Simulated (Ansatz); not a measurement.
Coupled-cluster run, AlH₅OSi₂, SMILES `[SiH3][SiH]1[O][AlH]1`.

```yaml
crystal:
  periodic: [false, false, false]
  atoms:
    - {symbol: Si, position_ang: [-0.707678, 0.965594, -1.261976]}
    - {symbol: Si, position_ang: [0.139160, -0.828238, -0.022387]}
    - {symbol: O, position_ang: [1.594514, -0.538771, 0.800977]}
    - {symbol: Al, position_ang: [0.614767, -0.838998, 2.204150]}
    - {symbol: H, position_ang: [-2.092022, 0.629643, -1.696109]}
    - {symbol: H, position_ang: [-0.756087, 2.189348, -0.417037]}
    - {symbol: H, position_ang: [0.110549, 1.255407, -2.472636]}
    - {symbol: H, position_ang: [0.175912, -2.048435, -0.883345]}
    - {symbol: H, position_ang: [1.009385, -0.831849, 3.731364]}
basis:
  gaussian: {orbitals: def2-TZVPP}
correlation: {method: ccsd_t}
output: {orbitals: {seedname: orbitals}}
```

```sh
$ ansatz run in.yaml --threads 2 --pin off --events-out ev --progress --plain --max-ram 4352MiB
```

Log, shortened:

```
Functional definition: HF
1321 factors; integrals over basis functions are off by at most 1.5e-3 eV
mean field evaluation 1: about -24420.3541 eV, gradient 4.7e1 eV
mean field evaluation 2: about -24420.6570 eV, gradient 4.8e1 eV
mean field evaluation 4: about -24425.8324 eV, gradient 4.1e0 eV
mean field evaluation 8: about -24425.9541 eV, gradient 1.9e-1 eV
mean field evaluation 16: about -24425.9544 eV, gradient 2.3e-6 eV
mean field -24425.95441133 eV, -897.6372681097 hartree, gradient 2.3e-6 eV, S^2 0.000000; 0 other end points of the search recorded, 0 dependent functions left out
16 core orbitals not correlated: weight in the atoms' cores, before any rotation towards them, 1.000 or more for the frozen orbitals, at most 0.000 for the correlated occupied ones
reference -24425.95441133 eV, -897.6372681097 hartree; 11, 11 occupied and 200, 200 virtual orbitals, 1321 factors
second order -15.09742323 eV of doubles, -0.00000000 eV of singles
cycle   1  -15.67745833 eV  change   -5.8e-1 eV  update   1.2e-1
cycle   2  -16.19004202 eV  change   -5.1e-1 eV  update   4.0e-2
cycle   3  -16.34492965 eV  change   -1.5e-1 eV  update   2.3e-2
cycle   4  -16.33193857 eV  change    1.3e-2 eV  update   5.6e-3
cycle   5  -16.33008790 eV  change    1.9e-3 eV  update   2.7e-3
cycle   6  -16.33085595 eV  change   -7.7e-4 eV  update   8.5e-4
cycle   7  -16.33035691 eV  change    5.0e-4 eV  update   3.8e-4
cycle   8  -16.33036992 eV  change   -1.3e-5 eV  update   1.4e-4
cycle   9  -16.33047139 eV  change   -1.0e-4 eV  update   5.7e-5
cycle  10  -16.33045565 eV  change    1.6e-5 eV  update   2.8e-5
cycle  11  -16.33044900 eV  change    6.6e-6 eV  update   1.2e-5
perturbative correction -0.66653509 eV, -0.0244947129 hartree
Total energy: -24442.95139542 eV, -898.2618957541 hartree
```

Hardware: 2 threads of an Arm Neoverse V2 on a shared host. Wall time 66 s, peak host memory 3.3 GiB.

Correlation energy per correlated electron: -0.773 eV. T1 diagnostic: 0.0162.
